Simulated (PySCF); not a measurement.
PySCF input file for germylsulfanylgermane (Ge2H6S), SMILES [GeH3][S][GeH3], HF/pcSseg-1. Geometry: B3LYP-D3(BJ)/def2-SVP.

```python
import numpy as np
from pyscf import gto, scf, dft
from pyscf.prop.nmr import rhf as nmr

mol = gto.M(
    atom='''
    Ge    1.69271507   -0.24671774    0.04418833
    S     0.00359194   -0.40920064   -1.43124184
    Ge   -1.69989179    0.20003416   -0.09584859
    H     2.96109376   -0.63451962   -0.73468565
    H     1.79961835    1.19800956    0.57495849
    H     1.46304310   -1.21142680    1.22614097
    H    -1.81838231   -0.77376102    1.09506303
    H    -2.95931344    0.13656075   -0.97662724
    H    -1.47657467    1.63212134    0.43315250
    ''',
    basis='pcSseg-1',
    charge=0,
    spin=0,
    max_memory=1600,
    verbose=3,
)
mf = scf.RHF(mol)
mf.conv_tol = 1e-10
mf.max_cycle = 100
mf.kernel()
n = nmr.NMR(mf)
n.verbose = 2
n.max_cycle_cphf = 60
sigma = n.kernel()
print('atom   isotropic/ppm   span/ppm')
for i, s in enumerate(sigma):
    w = np.linalg.eigvalsh((s + s.T) / 2)
    print(f'{mol.atom_symbol(i):2s}{i + 1:3d} {w.mean():14.3f} {w[2] - w[0]:11.3f}')
```

Program output:

```
converged SCF energy = -4551.27034575396
atom   isotropic/ppm   span/ppm
Ge  1       1638.653     201.693
S   2        915.816      48.485
Ge  3       1638.652     201.666
H   4         27.226      19.033
H   5         27.372      17.913
H   6         27.369      17.924
H   7         27.370      17.916
H   8         27.226      19.032
H   9         27.369      17.918
```

The calculation finished and met its thresholds.

Cost: roughly 16 core-seconds.
